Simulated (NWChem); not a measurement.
Species: TaNHCl$_{2}$F; SMILES [NH]=[Ta]([F])([Cl])[Cl]

```xyz
6

Ta     0.1831     0.0491     0.0000
N      1.2797    -1.3107     0.0000
H      1.9321    -2.0865     0.0000
F      1.2343     1.6025     0.0000
Cl    -1.0925    -0.1110     1.9157
Cl    -1.0925    -0.1110    -1.9157
```
Atoms are numbered in this order, from 1.

Level: PBE0/def2-SVP with def2 effective core potentials on Ta (NWChem), optimised geometry, unscaled harmonic frequencies. def2 effective core potentials on Ta; no spin-orbit coupling.

Problem. List the harmonic frequencies with IR intensities, and the thermochemistry.

Solution. 
| frequency (cm⁻¹) | IR intensity (km/mol) |
|---|---|
| 99 | 1.3 |
| 139 | 2.7 |
| 141 | 3.9 |
| 208 | 0.6 |
| 244 | 1.0 |
| 399 | 29.8 |
| 410 | 75.7 |
| 567 | 164.9 |
| 606 | 173.4 |
| 695 | 101.9 |
| 1038 | 109.6 |
| 3690 | 235.6 |

| Item | Result |
|---|---|
| zero-point energy | 11.8 kcal/mol |
| thermal correction to the enthalpy at 298.15 K (with zero-point energy) | 16.8 kcal/mol |
| heat capacity Cv | 21.5 cal/(mol K) |
| entropy at 298.15 K and 1 atm (symmetry number 1) | 87.6 cal/(mol K) |

Rigid rotor and harmonic oscillator; modes under 100 cm⁻¹ make the entropy uncertain.
